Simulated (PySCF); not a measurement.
## Tm⁵²⁺: ionisation energy

Tm⁵²⁺ [Ne] 3s2 3p5 (2P) → Tm⁵³⁺ [Ne] 3s2 3p4 (3P), as a difference of total energies. Computed with PySCF 2.14 in an even-tempered Gaussian basis (17 s from 12 bohr⁻², ratio 2.5; 12 p from 16 bohr⁻², ratio 2.5; 4 d from 67 bohr⁻², ratio 2.7; 4 f from 100 bohr⁻², ratio 2.7), with the spin-free X2C one-electron Hamiltonian (Gaussian nucleus). Correlated levels: outer shells: 1s2 frozen; virtual orbitals above 40 to 60 times the deepest correlated orbital energy dropped. The calculations carry no spin-orbit coupling.

| method | ionisation energy (eV) |
| --- | --- |
| UHF | 5000.9 |
| LDA | 5002.8 |
| PBE | 5003.7 |
| PBE0 | 5003.5 |
| r2SCAN | 5004.0 |
| BLYP | 5003.9 |
| B97-3 | 5003.5 |
| MP2 (outer shells) | 5002.0 |
| SCS-MP2 (outer shells) | 5001.9 |

Spin-orbit coupling is strong in these open shells (close to jj coupling). The scalar numbers leave it out and a first-order estimate fails, so it can dominate the gap to the real levels.

Breit and QED terms and the two-electron picture change are absent.

For comparison: 4922 ± 4 eV (theoretical estimate listed by NIST; NIST Atomic Spectra Database, ionization energies).
